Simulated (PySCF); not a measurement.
## CeO2: PBE0 against B3LYP

Base calculation in PySCF with density fitting and no spin–orbit coupling, PBE0/def2-TZVP (scalar-relativistic core potentials): singlet, C2v, Ce–O 1.799 Å (×2); O–Ce–O 143.0°; wavenumbers 71, 814, 821 cm⁻¹; dipole moment 3.63 D, gap between the highest occupied and lowest empty levels 4.96 eV, polar-tensor charge of Ce 2.24 e.

**Question.** What changes on going to B3LYP/def2-TZVP (scalar-relativistic core potentials)?

**Answer.** The point group stays the same. Changes: mean bond to Ce +0.021 Å, smallest bond angle -2.1 degrees, highest wavenumber -28 cm⁻¹, lowest wavenumber +1 cm⁻¹, dipole moment +0.34 D, gap between the highest occupied and lowest empty levels -0.50 eV, polar-tensor charge of Ce -0.04 e. The new structure has Ce–O 1.820 Å (×2); O–Ce–O 140.9°, with wavenumbers 72, 790, 793 cm⁻¹.

Each species is the lowest minimum found with this bonding; other isomers or fragments can lie lower.
